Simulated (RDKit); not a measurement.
RDKit input (MMFF94):

```python
from rdkit import Chem
from rdkit.Chem import AllChem, rdDetermineBonds

mol = Chem.MolFromXYZFile('mol.xyz')
rdDetermineBonds.DetermineBonds(mol, charge=0)
print('SMILES', Chem.MolToSmiles(Chem.RemoveHs(mol)))
ff = AllChem.MMFFGetMoleculeForceField(mol, AllChem.MMFFGetMoleculeProperties(mol))
e0 = ff.CalcEnergy()
flag = ff.Minimize(maxIts=5000, forceTol=1e-5)
print(f'energy {e0:.4f} -> {ff.CalcEnergy():.4f} kcal/mol, converged: {flag == 0}')
print(Chem.MolToXYZBlock(mol))
```
mol.xyz:
```
3

Sr     0.18626000    -0.31630100     0.11351400
Cl     1.54378400     0.76688200    -1.84975400
Cl    -1.96013100    -0.05985600     1.59601800
```

From its output:

```
Traceback (most recent call last):
  File "input.py", line 5, in <module>
ValueError: Final molecular charge (0) does not match input (-4); could not find valid bond ordering
```

The program stopped with an error.

The geometry given is a B3LYP-D3(BJ)/def2-TZVP minimum.
